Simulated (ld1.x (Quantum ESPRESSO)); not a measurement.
# Be (Z = 4): excitation energies, all-electron against TM

```json
{
 "Element": "Be",
 "Generator": "ld1.x (Quantum ESPRESSO) 7.5",
 "Type": "norm-conserving Troullier–Martins (Kleinman–Bylander form)",
 "Functional": "PBEsol",
 "Relativity": "non-relativistic",
 "Frozen core": "[He]",
 "Valence charge": "2",
 "Reference configuration": "2s1.5 2p0 (charge +0.5)",
 "Partial waves": "2p (bound, empty): rc 3.95 bohr; 3d channel at 0.45 Ry: rc 3.25 bohr; 2s (bound): rc 2.20 bohr",
 "Local potential": "the s channel",
 "Core correction": "a·sin(br)/r model core inside 1.45 bohr"
}
```

Energies are relative to the spin-unpolarised reference configuration 2s1.5 2p0; without spin polarisation the order of configurations can differ from experiment.

```csv
valence configuration,charge,ΔE all-electron (eV),error AE − PS (meV)
2s2 2p0,0,-3.721,+0.7
2s1 2p0,+1,5.735,+0.5
2s1 2p1,0,-0.129,+11
2s0 2p1,+1,9.639,-97
```

Problem. What are ΔE and the potential's error for 2s0 2p2?

Solution. ΔE = 3.487 eV all-electron; the error (AE − PS) is -11 meV.

Levels in the configuration 2s0 2p2:

```csv
level,all-electron (eV),pseudo (eV)
2p,-2.910,-2.949
```
